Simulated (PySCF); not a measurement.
# V²⁺: excitation energy

V²⁺ [Ar] 3d3 (4F) → V²⁺ [Ar] 3d2 4s1 (4F), as a difference of total energies. All numbers are calculated (PySCF 2.14, scalar relativity by spin-free X2C-1e, in x2c-TZVPPall with one added diffuse shell each of s, p, d, f type (7s6p5d3f1g, 80 functions)). Correlated levels: valence: [Ar] frozen. The calculations carry no spin-orbit coupling.

```csv
method,excitation energy (eV)
UHF,5.165
MP2 (valence),5.366
SCS-MP2 (valence),5.232
CCSD (valence),5.391
CCSD(T) (valence),5.392
```

Question: How much does correlation contribute at CCSD(T) (valence)?

Answer: 5.392 − (5.165) = 0.227 eV, measured against UHF.
